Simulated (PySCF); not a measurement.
CI2, SMILES I[C]I (connectivity only; charge and spin as stated), neutral, multiplicity 1.

Coordinates come from a B3LYP-D3(BJ)/def2-TZVP optimisation. The def2 effective core potentials stand for the cores of I; spin–orbit coupling is left out.

Two levels are set side by side: PBE/def2-TZVPD (PySCF) and r2SCAN/def2-TZVPD (PySCF). Same geometry, gas phase. Differences are taken from unrounded values.

```
quantity                     r2SCAN    PBE  PBE minus r2SCAN
---------------------------  ------  -----  ----------------
orbital gap (eV)               1.58   1.29             -0.29
highest occupied level (eV)   -6.07  -5.81              0.26
lowest empty level (eV)       -4.49  -4.53             -0.03
dipole moment (D)              1.16   1.18              0.02
mean polarisability (bohr³)    90.9   94.1               3.2
```

Rough cost on one machine, each run with all the roots and properties that it gave: r2SCAN against PBE about 3 times.
